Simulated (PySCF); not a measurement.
# Hartree-Fock beside MP2: CCl2H3Si

All numbers below are calculated, not measured. They come from PySCF 2.14.0, an open-source quantum chemistry program, on an isolated molecule that a program drew, which may never have been made. The molecule is CCl2H3Si (charge 0, doublet), drawn as the SMILES string `C[Si](Cl)Cl`.

The geometry was optimised and harmonic frequencies were computed with HF and MP2, all in the cc-pV(D+d)Z basis, for the commonest isotopes, with a restricted reference for singlets and an unrestricted one otherwise, and a frozen core in MP2. Each result is a local minimum of its method.

Geometry at the HF minimum:
```xyz
7
CCl2H3Si, angstrom
C     1.4493   -1.6847    0.1700
Si    1.6295    0.0245    0.9011
Cl    0.3258    0.2321    2.4967
Cl    3.5662    0.2784    1.5892
H     1.6729   -2.4376    0.9303
H     2.1405   -1.8115   -0.6658
H     0.4284   -1.8361   -0.1867
```

Lengths of the bonds as drawn, in Å (atoms numbered as above):
```
bond,HF,MP2
C1-Si2,1.868,1.871
Si2-Cl3,2.071,2.068
Si2-Cl4,2.071,2.068
C1-H5,1.093,1.104
C1-H6,1.092,1.102
C1-H7,1.092,1.102
```

Rotational constants, in GHz:
```
constant,HF,MP2
A,4.403,4.44
B,2.403,2.391
C,1.664,1.664
```

Harmonic frequencies in cm^-1, each column in rising order, so a row needn't be the same motion in every method:
```
rank    HF   MP2
   1   167   164
   2   184   175
   3   196   182
   4   256   242
   5   500   495
   6   571   575
   7   744   728
   8   844   783
   9   864   805
  10  1385  1268
  11  1541  1441
  12  1543  1445
  13  3174     ?
  14  3268  3193
  15  3275  3206
```

**Estimate the missing MP2 frequency from the HF column.**

A single factor s that minimises the squared misfit of MP2 against s times HF over the other rows is sum(HF x MP2) / sum(HF^2) = 0.9656, with an rms misfit of 33 cm^-1. For rank 13 it gives 0.9656 x 3174 = 3065 cm^-1. The calculation gives 3082 cm^-1, 17 cm^-1 above the estimate. The drawn bonds are on average 0.5 % longer in MP2 than in HF.
